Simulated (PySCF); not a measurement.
ZrF at UHF-SCS-MP2

Level: UHF-SCS-MP2. Zr def2-TZVPP with ECP28, F def2-TZVPP; scalar-relativistic core potentials (PySCF 2.14).

For ZrF, the state is ⁴Σ⁻ (quartet), unpaired electrons σ ↑, δ ↑↑, the bond length is 1.896 Å and the harmonic wavenumber is 647 cm⁻¹. The force constant is 3.87 mdyn/Å. The rotational constant Be is 0.2990 cm⁻¹. The anharmonicity ωexe is 2.63 cm⁻¹ and the vibration–rotation constant αe is 0.00175 cm⁻¹.

Correlated steps freeze 1 core orbital. Spin–orbit coupling is left out, which matters for elements this heavy, above all for dissociation energies. The state is the lowest single determinant that the PBE0 search found; with open d or f shells the true ground state can be another one.
